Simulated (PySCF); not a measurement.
Isomers of C6H12ClNSi.

All values: PBE0/pcSseg-1 (PySCF) at GFN2-xTB geometries, gas phase, one conformer each.

**Question.** Rank by the lowest Hirshfeld charge on any atom, highest value first.
A. `[CH3:1][C@:2]1([CH2:3][NH2:4])[CH:5]=[C:6]([Cl:7])[CH2:8][SiH2:9]1` with C1–C2–C3–N4 59°, C2–C3–N4–H 62° and 180°
B. `[CH3:1][CH:2]([CH3:3])[CH2:4][Si@@H:5]([Cl:6])[CH2:7][C:8]#[N:9]` with C1–C2–C4–Si5 62°, C2–C4–Si5–Cl6 52°, C4–Si5–C7–C8 59°
C. `[CH3:1][CH2:2][Si:3]([C:4]#[N:5])([CH2:6][CH3:7])[CH2:8][Cl:9]` with C1–C2–Si3–C4 62°, C2–Si3–C6–C7 -59°, C2–Si3–C8–Cl9 -61°
D. `[CH2:1]=[C:2]([Cl:3])[Si@@H:4]1[CH2:5][C@@H:6]1[N:7]([CH3:8])[CH3:9]` with C1–C2–Si4–C5 -158°, C5–C6–N7–C8 76°

**Answer.** D (-0.173 e), C (-0.205 e), A (-0.227 e), B (-0.238 e).

**Question.** Rank by LUMO energy, lowest first.
A. `[CH2:1]=[C:2]([Cl:3])[Si@@H:4]1[CH2:5][C@@H:6]1[N:7]([CH3:8])[CH3:9]` with C1–C2–Si4–C5 -158°, C5–C6–N7–C8 76°
B. `[CH3:1][C@:2]1([CH2:3][NH2:4])[CH:5]=[C:6]([Cl:7])[CH2:8][SiH2:9]1` with C1–C2–C3–N4 59°, C2–C3–N4–H 62° and 180°
C. `[CH3:1][CH2:2][Si:3]([C:4]#[N:5])([CH2:6][CH3:7])[CH2:8][Cl:9]` with C1–C2–Si3–C4 62°, C2–Si3–C6–C7 -59°, C2–Si3–C8–Cl9 -61°

**Answer.** A (-0.76 eV), C (-0.50 eV), B (0.15 eV).

**Question.** Rank by the highest Hirshfeld charge on any atom, highest value first.
A. `[CH3:1][CH2:2][Si:3]([C:4]#[N:5])([CH2:6][CH3:7])[CH2:8][Cl:9]` with C1–C2–Si3–C4 62°, C2–Si3–C6–C7 -59°, C2–Si3–C8–Cl9 -61°
B. `[CH3:1][CH:2]([CH3:3])[CH2:4][Si@@H:5]([Cl:6])[CH2:7][C:8]#[N:9]` with C1–C2–C4–Si5 62°, C2–C4–Si5–Cl6 52°, C4–Si5–C7–C8 59°
C. `[CH2:1]=[C:2]([Cl:3])[Si@@H:4]1[CH2:5][C@@H:6]1[N:7]([CH3:8])[CH3:9]` with C1–C2–Si4–C5 -158°, C5–C6–N7–C8 76°
D. `[CH3:1][C@:2]1([CH2:3][NH2:4])[CH:5]=[C:6]([Cl:7])[CH2:8][SiH2:9]1` with C1–C2–C3–N4 59°, C2–C3–N4–H 62° and 180°

**Answer.** A (+0.422 e), B (+0.389 e), D (+0.349 e), C (+0.308 e).

All values together:

```csv
SMILES,μ (D),HOMO (eV),LUMO (eV),lowest IAO charge (e),highest IAO charge (e),lowest Hirshfeld charge (e),highest Hirshfeld charge (e)
C=C(Cl)[Si@@H]1C[C@@H]1N(C)C,1.42,-5.92,-0.76,-0.527 (C),+0.767 (Si),-0.173 (C),+0.308 (Si)
CC(C)C[Si@@H](Cl)CC#N,2.75,-8.62,0.19,-0.586 (C),+0.951 (Si),-0.238 (N),+0.389 (Si)
C[C@]1(CN)C=C(Cl)C[SiH2]1,2.04,-6.90,0.15,-0.575 (N),+0.729 (Si),-0.227 (N),+0.349 (Si)
CC[Si](C#N)(CC)CCl,2.43,-8.31,-0.50,-0.530 (C),+1.035 (Si),-0.205 (N),+0.422 (Si)
```

Conformers: `[CH2:1]=[C:2]([Cl:3])[Si@@H:4]1[CH2:5][C@@H:6]1[N:7]([CH3:8])[CH3:9]` with C1–C2–Si4–C5 -158°, C5–C6–N7–C8 76°; `[CH3:1][CH:2]([CH3:3])[CH2:4][Si@@H:5]([Cl:6])[CH2:7][C:8]#[N:9]` with C1–C2–C4–Si5 62°, C2–C4–Si5–Cl6 52°, C4–Si5–C7–C8 59°; `[CH3:1][C@:2]1([CH2:3][NH2:4])[CH:5]=[C:6]([Cl:7])[CH2:8][SiH2:9]1` with C1–C2–C3–N4 59°, C2–C3–N4–H 62° and 180°; `[CH3:1][CH2:2][Si:3]([C:4]#[N:5])([CH2:6][CH3:7])[CH2:8][Cl:9]` with C1–C2–Si3–C4 62°, C2–Si3–C6–C7 -59°, C2–Si3–C8–Cl9 -61°.
